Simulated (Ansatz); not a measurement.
Consider the atomization: `[SiH3]/N=C\N[SiH3]` → C• + 8 H• + 2 N• + 2 Si•.

Calculated with Ansatz (gas phase, PBE0-D4/def2-TZVP geometries, no zero-point term in ΔE). CCSD(T)/CBS adds triple-zeta CCSD(T) − MP2 to the extrapolated MP2 energy (def2 sets, frozen cores). This one scheme is used for every species, atoms too. For atomizations the MP2-based limit and the directly extrapolated one differ by several kJ/mol either way, and by 10 to 25 for some Ge, Se and Sn compounds, so smaller differences from it don't rank the levels. DFT in def2-TZVPP. No spin–orbit coupling; open shells (•) take unrestricted orbitals. Spin–orbit coupling would lower the free atoms: a little for C, Si. One conformer a species, not always the lowest.

CCSD(T)/CBS gives +46.09 eV.

(1) Another level gave +45.69 eV. Which?
A. HF/def2-TZVPP
B. LDA (SPW92)/def2-TZVPP
C. BLYP/def2-TZVPP
D. r2SCANh/def2-TZVPP

Largest T1 diagnostic among the species: 0.014.

## Answers

(1) C. BLYP 45.69, LDA (SPW92) 52.39, HF/def2-TZVPP 32.67, r2SCANh 45.64 eV.

From BLYP to BHLYP (50 % exact exchange), in def2-TZVPP and without D4, ΔE moves by −0.90 eV: exact exchange takes away binding that semilocal exchange gives to molecules. At CCSD(T), def2-SVP lies −3.26 eV from the extrapolated value and def2-TZVPP −1.41 eV: correlation converges slowly with the basis, and small sets miss more of it in the bonded molecule than in its fragments.
